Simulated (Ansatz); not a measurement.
A structure relaxed at PBE-D4/def2-SVP in Ansatz, charge 1, singlet:

```xyz
8

Si    3.1337    0.3195   -1.6228
Si   -0.6364   -0.5970    0.7982
Si   -1.4423   -1.7971    2.6802
Si   -1.1879    0.1712   -1.2027
Si    0.9645    0.0984   -0.6904
H     3.0643    1.7525   -1.0414
H    -1.6402   -0.3913    3.2976
H    -2.2557    0.4437   -2.2188
```

(1) Give its formula and point group.

(2) Summarise the bond lengths by kind (pairs closer than 1.2 times the sum of covalent radii, bridged metal pairs left out).

## Answers

(1) the cluster Si5H3⁺. Point group Cs (tolerance 0.1 Å).

(2) 5 × Si–Si 2.21 to 2.37 Å; 3 × H–Si 1.50 to 1.55 Å.

The restricted singlet is unstable towards broken spin symmetry in Hartree–Fock (as tested in another run); at PBE-D4/def2-SVP this wasn't settled. Another isomer (singlet) lies 2.08 eV lower at PBE0-D4/def2-TZVP; other spin states weren't run for this one.
